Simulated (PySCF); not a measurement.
**Polarisability and C₆ of In⁺ (indium, charge +1)**

[Kr] 4d10 5s2, closed-shell 1S. All numbers are calculated (PySCF 2.14, the spin-free X2C one-electron Hamiltonian (Gaussian nucleus), in x2c-TZVPPall with one added diffuse shell each of s, p, d, f type (9s7p5d3f, 76 functions)). Coupled (time-dependent) response in atomic units; α is the mean over directions.

| method | mean α (bohr³) | C₆ (like pair) | S(−4) |
| --- | --- | --- | --- |
| UHF | 29.33 | 208.2 | 384.3 |
| PBE | 23.59 | 160.8 | 232.6 |
| PBE0 | 24.79 | 170.2 | 261.6 |
| TPSS | 24.91 | 173.1 | 259.6 |
| wB97X | 24.67 | 167.9 | 264.2 |

S(−4) is the Cauchy moment in α(ω) = α(0) + S(−4) ω² + …

α(iu) at PBE:

```csv
u (hartree),α(iu) (bohr³)
0,23.59
0.0500,23.02
0.100,21.51
0.200,17.27
0.300,13.39
0.500,8.578
0.750,5.725
1.00,4.256
1.50,2.758
2.00,1.984
3.00,1.187
5.00,0.5585
```

For an ion, C₆ is the dispersion term alone; charge-induced terms of lower order in 1/R come first.
